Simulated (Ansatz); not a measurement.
Ansatz (a program for electronic structure) input:

Ansatz 0.2 input:
```yaml
crystal:
  periodic: [false, false, false]
  atoms:
    - {symbol: C, position_ang: [-2.01841049, -0.14915554, 0.27296694]}
    - {symbol: C, position_ang: [-0.77198483, 0.03139212, 0.05420311]}
    - {symbol: C, position_ang: [0.55209102, 0.04112125, -0.07484739]}
    - {symbol: C, position_ang: [1.76745567, 0.06286254, -0.20057397]}
    - {symbol: H, position_ang: [2.82509178, 0.08267773, -0.31049218]}
basis:
  gaussian:
    orbitals: cc-pVQZ
hamiltonian:
  xc: pbe
magnetization: {spin_polarized: true, initial_magnetization: 1}
correlation: {method: rpa, electrons: outside_noble_gas}
```

Q: What final total energy does it print?

A: -152.80669 Eh (RPA@PBE/cc-pVQZ). The basis has 250 functions.

It need not be the lowest isomer of its formula.
